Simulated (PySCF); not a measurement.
**State search for TeS**

Unrestricted PBE0; basis Te cc-pVDZ-PP with ECP28, S cc-pV(D+d)Z; scalar-relativistic core potentials; PySCF 2.14. Outer shells of the fragments: Te 4d10 5s2 5p4; S 3s2 3p4.

Followed along the bond (rough minima from three points):

| 2Ms+1 | unpaired | ⟨S²⟩ at the start | R at minimum (Å) | Te (eV) |
| --- | --- | --- | --- | --- |
| 3 | π ↑↑ | 2.01 | 2.24 | 0.00 |
| 1 | π ↑↓ | 1.01 | 2.25 | 0.22 |
| 1 | none | 0.00 | 2.25 | 0.95 |
| 5 | σ ↑, π ↑↑↑ | 6.00 | none in the scan | ≤ 3.31 |

Solutions found at the starting distance of 2.305 Å, counted from the lowest of them; the search is not exhaustive and high or unbound solutions are not listed, so other states can lie among these:

```tsv
2Ms+1	unpaired	term	E (eV)	⟨S²⟩	⟨Lz²⟩	μ (D)
3	π ↑↑	³Σ⁻	0.00	2.01	0.00	-1.78
1	π ↑↓	mixed	0.22	1.01	2.01	-1.76
1	none	mixed	0.94	0.00	2.00	-1.75
3	π ↑↑	mixed	2.15	2.01	2.01	-0.83
3	σ ↑, π ↑	³Π	3.41	2.22	1.05	-1.16
1	σ ↓, π ↑	mixed	3.67	1.01	1.01	-1.10
```

A term symbol is given only where ⟨S²⟩ and ⟨Lz²⟩ are close to those of a pure state; real π, δ and φ orbitals otherwise mix terms. A positive dipole means Te(−)S(+).

Spin–orbit coupling is left out. Counting both spins, an empty level lies below a filled one in some of these solutions, because spin and occupation are held.
